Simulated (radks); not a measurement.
All-electron atom: Zn3+ in [Ne] 3s2 3p5 3d9 4d1 (not the ground configuration). Calculated with a radial shooting solver on a logarithmic mesh with Libxc functionals: non-relativistic Kohn-Sham, PBE, spin-polarised, spherical densities, point nucleus; open shells are filled with parallel spins first.

Local quantities along the radius. ELF = 1/(1 + alpha^2) is the electron localisation function; alpha = (tau - tau_W)/tau_unif compares the Pauli kinetic energy density with that of the uniform gas (summed over spins); 4 pi r^2 rho is in e/bohr; s = |grad rho|/(2 (3 pi^2)^(1/3) rho^(4/3)) is the reduced gradient; r v_xc is r times the local exchange-correlation potential of spin up (hartree bohr).

r (bohr),ELF,alpha,4 pi r^2 rho,s,r v_xc
0.002911,1.000,0.01676,1.651,0.3891,-0.1064
0.003821,1.000,0.01804,2.693,0.3961,-0.1273
0.005056,1.000,0.01993,4.379,0.4058,-0.1545
0.006637,0.999,0.02267,6.862,0.4185,-0.1873
0.008711,0.999,0.02684,10.44,0.4356,-0.2270
0.01153,0.999,0.03379,15.45,0.4597,-0.2754
0.01513,0.998,0.04539,21.47,0.4918,-0.3287
0.02002,0.995,0.06774,28.14,0.5373,-0.3873
0.02628,0.987,0.1126,33.60,0.5976,-0.4429
0.03477,0.954,0.2194,36.22,0.6770,-0.4906
0.04563,0.814,0.4783,34.77,0.7538,-0.5207
0.0599,0.478,1.045,30.86,0.7519,-0.5345
0.07925,0.283,1.592,28.87,0.5433,-0.5471
0.104,0.415,1.187,32.73,0.3160,-0.6428
0.1376,0.705,0.6462,39.81,0.3191,-0.7934
0.1807,0.803,0.4958,40.73,0.4643,-0.8777
0.2371,0.647,0.7383,31.69,0.6489,-0.8641
0.3138,0.258,1.695,21.30,0.6094,-0.7892
0.4118,0.330,1.424,20.37,0.2620,-0.9094
0.5449,0.676,0.6919,23.72,0.2948,-1.111
0.7153,0.750,0.5775,20.53,0.5013,-1.163
0.9388,0.625,0.7749,11.87,0.7988,-1.049
1.242,0.295,1.548,4.520,1.288,-0.8163
1.63,0.051,4.332,1.348,1.874,-0.6417
2.157,0.024,6.395,0.5308,1.315,-0.4733
2.832,0.074,3.550,0.4244,1.003,-0.6882
3.747,0.066,3.751,0.2500,1.970,-0.5381
4.918,0.020,7.046,0.07301,4.247,-0.4545
6.455,0.002,24.63,0.008506,11.85,-0.3389
8.541,0.000,211.5,0.0002554,49.98,-0.1243

On this mesh the ELF has minima near r = 0.079, 0.36, 1.9 bohr, which separate the shells, and maxima near 0.18 (0.80), 0.72 (0.75).

Self-consistent cycle (total energy in hartree, residual of the potential): 1: -1766.417150, 8e+00; 2: -1770.959380, 4e+00; 3: -1772.485430, 5e-01; 4: -1772.485965, 6e-01; 5: -1772.536653, 1e-01; 6: -1772.538707, 5e-03; 7: -1772.538705, 7e-03; 8: -1772.538714, 3e-04; 9: -1772.538714, 1e-04; 10: -1772.538714, 5e-05; 11: -1772.538714, 8e-06; 12: -1772.538714, 6e-07; 13: -1772.538714, 5e-08; 14: -1772.538714, 2e-09.
